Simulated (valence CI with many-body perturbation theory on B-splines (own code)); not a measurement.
**Hyperfine factors and g values of Ta LI**

Calculated by configuration interaction combined with many-body perturbation theory (CI+MBPT): five valence electrons over a frozen Dirac-Fock core [Ar], radial functions for each j: 7 s, 7 p, 8 d, 6 f, 4 g, 1 h, with the one-electron correlation potential Σ1, the two-electron term Σ2, the three-electron term Σ3, Breit, model QED; selected CI, second order for the rest, scaled by the run's own slope (own B-spline code, finite nucleus).

No measured spectrum was set against this ion. As an estimate, large intervals hold to a few tenths of a per cent, small ones and those within an open d or f shell to about a per cent. Excitations out of the core, of the other parity, are not computed and may begin above about 244 eV (a cautious bound); beyond it only levels of the ground parity were kept, without lifetimes. Only levels of the ground parity were solved; by the run's estimate the other parity begins above the list, which can be wrong where configurations are misplaced.

A/g_I is the dipole constant over the nuclear g factor μ/I (μ in nuclear magnetons, uniformly magnetised nucleus), B/Q the quadrupole constant per barn. Both hold the static response of the core; the bare values leave it out. Large factors of s and p1/2 electrons are usually good to 5 to 10 %; those of open d and f shells near neutrality can be off by tens of per cent, and small factors of p3/2, d and f electrons come from cancelling terms and can be off by a factor of two or in sign, in half-filled shells by more. B is blank for J = 1/2, where it vanishes, and for nearly pure S terms. Energies count from the lowest level.

Levels are named by their leading jj configuration (3d3/2^4 stands for four electrons in 3d with j = 3/2), which in mixed levels can hold well under half, so a name can repeat and another be missing. Letters in brackets count levels of one name in rising energy.

```csv
Level,E (eV),g,A/g_I (MHz),A/g_I bare,B/Q (MHz/b),B/Q bare
(3d3/2^4 3d5/2) J=5/2,0.00,1.288,34000,35000,64200,64800
(3d3/2^3 3d5/2^2) J=5/2 [a],54.15,1.332,20900,21900,24900,25100
(3d3/2^3 3d5/2^2) J=7/2 [a],65.69,1.157,41400,42000,70800,71500
(3d3/2^3 3d5/2^2) J=11/2,66.98,1.100,53200,53600,-1810,-1970
(3d3/2^3 3d5/2^2) J=3/2 [a],67.47,1.155,52400,53000,58500,59200
(3d3/2^3 3d5/2^2) J=9/2,72.39,1.131,47500,48000,72100,72800
(3d3/2^3 3d5/2^2) J=5/2 [b],75.99,1.131,49000,49500,-3340,-3340
(3d3/2^3 3d5/2^2) J=1/2,79.41,1.796,-27400,-25000,,
(3d3/2^3 3d5/2^2) J=7/2 [b],80.47,1.073,57700,58100,-76900,-77800
(3d3/2^3 3d5/2^2) J=3/2 [b],96.89,0.796,91600,91200,-74700,-75500
(3d3/2^2 3d5/2^3) J=5/2 [a],118.87,1.302,17100,18000,4110,4160
(3d3/2^2 3d5/2^3) J=7/2 [a],127.33,1.208,35200,35900,-3610,-3660
(3d3/2^2 3d5/2^3) J=11/2,127.77,1.087,52000,52400,1270,1300
(3d3/2^2 3d5/2^3) J=9/2 [a],129.77,1.140,45000,45500,-7520,-7610
(3d3/2^2 3d5/2^3) J=13/2,132.74,1.066,56000,56300,-74.7,-67.3
(3d3/2^2 3d5/2^3) J=1/2 [a],134.43,0.455,146000,145000,,
(3d3/2^2 3d5/2^3) J=3/2 [a],135.64,1.164,43700,44300,2290,2300
(3d3/2^2 3d5/2^3) J=5/2 [b],136.79,1.020,61600,61800,-7550,-7610
(3d3/2^2 3d5/2^3) J=9/2 [b],141.97,1.097,51300,51700,1900,1920
(3d3/2^2 3d5/2^3) J=7/2 [b],144.37,0.980,68500,68600,-1780,-1810
(3d3/2^2 3d5/2^3) J=5/2 [c],146.49,1.046,58000,58300,7740,7800
(3d3/2^2 3d5/2^3) J=3/2 [b],147.08,0.850,84900,84700,5900,6000
(3d3/2^2 3d5/2^3) J=7/2 [c],152.90,1.030,62000,62200,2320,2340
(3d3/2^2 3d5/2^3) J=1/2 [b],152.99,1.760,-34800,-32500,,
(3d3/2^2 3d5/2^3) J=9/2 [c],161.54,1.103,50500,50900,24900,25200
(3d3/2^2 3d5/2^3) J=3/2 [c],176.76,1.179,41000,41700,-20400,-20600
(3d3/2^2 3d5/2^3) J=5/2 [d],180.07,1.182,40800,41400,17700,18000
(3d3/2 3d5/2^4) J=5/2 [a],193.04,1.223,24800,25600,-29600,-29900
(3d3/2 3d5/2^4) J=7/2 [a],201.74,1.179,39900,40500,-83200,-84100
(3d3/2 3d5/2^4) J=11/2,203.25,1.067,54300,54600,519,674
(3d3/2 3d5/2^4) J=3/2 [a],204.92,0.980,58500,58600,-62600,-63300
(3d3/2 3d5/2^4) J=9/2,210.54,1.111,48200,48600,-91300,-92300
(3d3/2 3d5/2^4) J=5/2 [b],215.11,1.107,48800,49300,14100,14200
(3d3/2 3d5/2^4) J=7/2 [b],218.46,1.009,60900,61100,92400,93400
(3d3/2 3d5/2^4) J=1/2,226.15,1.282,-12000,-11100,,
(3d3/2 3d5/2^4) J=3/2 [b],241.79,0.862,89500,89200,91000,92000
(3d5/2^5) J=5/2,275.31,1.149,38800,39400,-92100,-93100
```

Take the isotope of mass number 181, with I = 7/2, μ = 2.365 μN and Q = 3.17 b. What is the hyperfine structure of (3d3/2^3 3d5/2^2) J=9/2?

From the table A = 32100 MHz, B = 228000 MHz. Shifts from the centre of gravity in MHz: F = 1: -513000, F = 2: -482000, F = 3: -428000, F = 4: -343000, F = 5: -216000, F = 6: -34300, F = 7: 219000, F = 8: 563000.
